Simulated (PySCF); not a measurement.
Method: PySCF, PBE0, basis Ni def2-TZVP, H def2-TZVP (no relativity, density fitting).

```xyz
5
charge 0 multiplicity 1, angstrom
Ni    0.0000    0.0000    0.0000
H     0.3302    1.4892   -0.3015
H    -0.3319   -1.4891   -0.2997
H    -0.2692    1.5014    0.3015
H     0.2709   -1.5014    0.2997
```

NiH4 (singlet), along the line from Ni1 (at 0) through H2 (at 1.555 Å).

**Question.** Tabulate the fields along this line at -0.47, -0.39, -0.31, -0.23, -0.16, -0.08, 0.08, 0.16, 0.23, 0.31, 0.39, 0.47, 0.54, 0.62, 0.70, 0.78, 0.86, 0.93, 1.01, 1.09, 1.17, 1.24, 1.32, 1.40, 1.48, 1.63, 1.71, 1.79, 1.87, 1.94, 2.02, 2.10, 2.18, 2.25, 2.33, 2.41, 2.49 Å.

**Answer.** 
| distance (Å) | electron density (e/Å³) | electron localisation function | electrostatic potential (V) |
| --- | --- | --- | --- |
| -0.47 | 10.5 | 0.728 | 87.6 |
| -0.39 | 19.2 | 0.777 | 146 |
| -0.31 | 31.5 | 0.695 | 261 |
| -0.23 | 45 | 0.274 | 498 |
| -0.16 | 138 | 0.439 | 1050 |
| -0.08 | 906 | 0.704 | 3080 |
| 0.08 | 906 | 0.704 | 3080 |
| 0.16 | 138 | 0.439 | 1050 |
| 0.23 | 44.9 | 0.271 | 498 |
| 0.31 | 31.4 | 0.692 | 261 |
| 0.39 | 19.2 | 0.775 | 146 |
| 0.47 | 10.5 | 0.727 | 87.6 |
| 0.54 | 5.58 | 0.602 | 55.8 |
| 0.62 | 2.99 | 0.419 | 37.7 |
| 0.70 | 1.71 | 0.248 | 26.7 |
| 0.78 | 1.11 | 0.16 | 19.9 |
| 0.86 | 0.841 | 0.148 | 15.7 |
| 0.93 | 0.748 | 0.21 | 13.4 |
| 1.01 | 0.755 | 0.389 | 12.7 |
| 1.09 | 0.831 | 0.672 | 13.7 |
| 1.17 | 0.964 | 0.883 | 17 |
| 1.24 | 1.16 | 0.966 | 23.7 |
| 1.32 | 1.42 | 0.991 | 36.9 |
| 1.40 | 1.76 | 0.997 | 66 |
| 1.48 | 2.22 | 0.999 | 157 |
| 1.63 | 2.04 | 1 | 157 |
| 1.71 | 1.45 | 0.999 | 65.8 |
| 1.79 | 1.04 | 0.999 | 36.4 |
| 1.87 | 0.734 | 0.998 | 22.5 |
| 1.94 | 0.517 | 0.996 | 14.8 |
| 2.02 | 0.367 | 0.993 | 10.1 |
| 2.10 | 0.26 | 0.99 | 7.16 |
| 2.18 | 0.185 | 0.984 | 5.18 |
| 2.25 | 0.132 | 0.977 | 3.84 |
| 2.33 | 0.0941 | 0.966 | 2.9 |
| 2.41 | 0.0678 | 0.95 | 2.25 |
| 2.49 | 0.0491 | 0.929 | 1.78 |

On a grid of 0.08 Å the density has a local minimum along the bond near 0.93 Å from Ni, at 0.75 e/Å³, where the ELF is 0.21.
